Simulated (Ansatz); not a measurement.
Name a neutral molecule of Ge, Si and H with LUMO energy (B3LYP/def2-TZVPP) between -0.70 and -0.40 eV and size of the dipole moment (ωB97M-V/def2-TZVPP) between 0.00 and 0.30 D (Ansatz, PBE0-D4/def2-TZVP geometry).

`[SiH3][SiH2][SiH2][SiH2][GeH3]` (-0.58 eV, 0.20 D); `[SiH3][SiH2][SiH2][GeH3]` (-0.50 eV, 0.22 D); `[SiH3][SiH2][GeH2][SiH2][SiH3]` (-0.53 eV, 0.03 D); `[SiH3][SiH2][SiH2][SiH2][GeH2][SiH3]` (-0.67 eV, 0.14 D); `[GeH3][SiH2][SiH2][SiH2][GeH3]` (-0.57 eV, 0.26 D); `[SiH3][SiH2][GeH2][SiH2][GeH3]` (-0.52 eV, 0.12 D). Other molecules can fit too; these were computed, each in one conformer that needn't be the lowest.

B3LYP here is the variant with VWN-RPA as its local correlation; programs differ in this.
